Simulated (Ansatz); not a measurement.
Molecule: sum formula H$_{7}$Si$_{3}$O (charge 0, doublet). It need not be the lowest isomer of its formula. 
Geometry from a B3LYP-D3(BJ)/def2-TZVP (Ansatz, a program for electronic structure) optimisation:
```
Si
O 1 1.6697
H 2 0.9616 1 117.87
Si 1 2.3411 2 107.34 3 170.52
H 4 1.4824 1 110.52 2 62.71
H 4 1.4838 5 108.98 1 -117.39
H 4 1.4856 5 108.54 6 -118.37
Si 1 2.3507 2 112.73 3 42.98
H 8 1.4830 1 108.30 2 -174.98
H 8 1.4857 9 108.80 1 -118.74
H 8 1.4870 9 108.81 10 -117.09
```
Charge 0, spin multiplicity 2.

Total electronic energies in hartree. Correlated levels leave the core frozen unless marked. Open shells are spin-unrestricted. Spin-orbit coupling is left out. Non-relativistic. CBS(X,Y): correlation extrapolated as X^-3; Hartree-Fock from the larger set.

| level | program | energy (Eh) |
|---|---|---|
| SVWN5/def2-TZVPD | Ansatz | -943.90401 |
| B3LYP-D3(BJ)/def2-TZVPD | Ansatz + dftd3 | -948.05080 |
| PBE0/def2-TZVPD | Ansatz | -947.51276 |
| HSE06/def2-TZVPD | Ansatz | -947.48893 |
| CAM-B3LYP/def2-TZVPD | Ansatz | -947.95132 |
| wB97M-V/def2-TZVPD | Ansatz | -947.85170 |
| CCSD/cc-pVTZ | Ansatz | -946.46547 |
| CCSD(T)/cc-pV(Q+d)Z | Ansatz | -946.55665 |
| CCSD(T)/CBS(cc-pV(T+d)Z,cc-pV(Q+d)Z) | Ansatz | -946.5873 |

Totals of different functionals don't rank their quality; only differences between species are comparable.
